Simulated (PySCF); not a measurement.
# Levels along the 31-electron series

One electron added to the closed shell [Ar] 3d10 4s2: EOM-EA-CCSD calculated with PySCF 2.14, two-component X2C-1e with screened spin-orbit coupling, each ion in its own even-tempered basis, [Ar] frozen, the virtual space cut to natural spinors and corrected at second order; no Breit or QED terms. Binding energy of 4p1/2 and energies of the other levels above it, in eV.

| ion | 4p1/2 binding | 4p3/2 − 4p1/2 | NIST ionisation energy |
| --- | --- | --- | --- |
| Tm(38+) | 1761.8 | 67.876 | 1761 ± 4 (t) |
| Yb(39+) | 1846.4 | 73.321 | 1845 ± 4 (t) |
| Hf(41+) | 2022.6 | 85.235 | 2022 ± 4 (t) |
| Ta(42+) | 2113.7 | 91.744 | 2113 ± 4 (t) |
| W(43+) | 2207.4 | 98.667 | 2210 ± 1.5 (s) |
| Re(44+) | 2303.0 | 105.97 | 2302 ± 4 (t) |
| Os(45+) | 2401.2 | 113.75 | 2400 ± 4 (t) |
| Ir(46+) | 2501.3 | 121.92 | 2500 ± 4 (t) |
| Pt(47+) | 2604.1 | 130.64 | 2603 ± 4 (t) |

Task: Estimate the missing row, Lu(40+).

Result: The calculation gives 4p1/2 binding 1933.6; 4p3/2 − 4p1/2 79.102. The NIST ionisation energy is 1933 ± 4 (t).

Each ion has its own basis, which adds noise of up to about 0.1 % of the binding energies along the series.

The 4p interval goes from 67.88 to 130.6 eV, as Z to the power 5.34; a hydrogen-like ion gives 4, and the power is higher where the screened charge Z − σ still grows faster than Z or where Zα is large.

NIST values marked (s) are semi-empirical, (t) theoretical.
